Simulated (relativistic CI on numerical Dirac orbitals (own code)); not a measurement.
**Fe21+: q coefficients and field-shift factors**

These numbers are calculated, not measured: Dirac-Coulomb-Breit CI, KLI orbitals optimised for each configuration, derivatives by finite differences, unscaled Slater integrals, QED left out (own radial code, finite nucleus).

Configurations in the expansion (outside the closed core 1s2): 2s²2p, 2s2p², 2p³, 2p²3s, 2p²3p, 2p²3d, 2s²3s, 2s²3p. Levels of other configurations are missing.

With x = (α/α₀)² − 1 an excitation energy changes as ω = ω₀ + qx; K = 2q/ω₀ is the relative enhancement. Terms are leading LS components, so labels can repeat. The field-shift factor is F = δν/δ⟨r²⟩ for the transition from the lowest level.

Lowest level 2s²2p ²P°1/2.

```csv
Level,ω₀ (cm⁻¹),q (cm⁻¹),F (GHz/fm²)
2s²2p ²P°3/2,117844,120700,-0.968
2s2p² ⁴P1/2,401592,77030,-92.2
2s2p² ⁴P3/2,456589,146900,-92.3
2s2p² ⁴P5/2,509978,189500,-92.4
2s2p² ²D3/2,743149,161600,-94
2s2p² ²D5/2,765105,207000,-93.9
2s2p² ²P1/2,862793,110200,-95.5
2s2p² ²S1/2,986720,238300,-95.2
2s2p² ²P3/2,1002108,234600,-97
2p³ ⁴S°3/2,1261479,238800,-191
2p³ ²D°3/2,1412237,240000,-190
2p³ ²D°5/2,1442606,282200,-191
2p³ ²P°1/2,1588437,281100,-188
```

At this charge energies of transitions that change n are usually good to better than 1 %, and those within a shell (Δn = 0) to a few per cent.

Task: Which transition from the lowest level has the largest |K|?

Result: 2s²2p ²P°3/2 at 117844 cm⁻¹, K = 2.05.
